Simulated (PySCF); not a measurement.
C2H7GeN. Atoms are numbered in the order given.

```xyz
11

Ge    -0.2597     0.4782    -0.0271
N     -1.9142    -0.2571     0.3038
C      1.1253    -0.8019    -0.5099
C      2.1986    -1.0248     0.2547
H     -0.4822     1.4841    -1.1728
H      0.2054     1.1822     1.2623
H     -1.9042    -1.0193     0.9772
H     -2.3978    -0.5790    -0.5308
H      1.0147    -1.3743    -1.4405
H      2.3602    -0.4825     1.1942
H      2.9707    -1.7542    -0.0175
```

The structure is a stationary point at PBE0-D3(BJ)/def2-SVP. Other conformers were not sampled.

Computed with PBE/pcSseg-1 (PySCF).

GIAO shieldings, no solvent; atoms listed in one row are averaged. δ = σ(ref) − σ: ⁷³Ge against GeH4 (σ = 1614.4 ppm); ¹⁵N against NH3 (σ = 267.0 ppm); ¹³C against TMS (σ = 182.0 ppm); ¹H against TMS (σ = 31.49 ppm), references at their B3LYP-D3(BJ)/def2-TZVP geometries, non-relativistic.

Computed chemical shifts:
| nucleus | atoms | count | δ (ppm) |
|---|---|---|---|
| ⁷³Ge | Ge1 | 1 | 288.2 |
| ¹⁵N | N2 | 1 | 16.7 |
| ¹³C | C3 | 1 | 149.9 |
| ¹³C | C4 | 1 | 140.1 |
| ¹H | H9 | 1 | 6.78 |
| ¹H | H11 | 1 | 6.52 |
| ¹H | H10 | 1 | 6.29 |
| ¹H | H5 | 1 | 5.24 |
| ¹H | H6 | 1 | 4.96 |
| ¹H | H8 | 1 | 0.17 |
| ¹H | H7 | 1 | -0.12 |
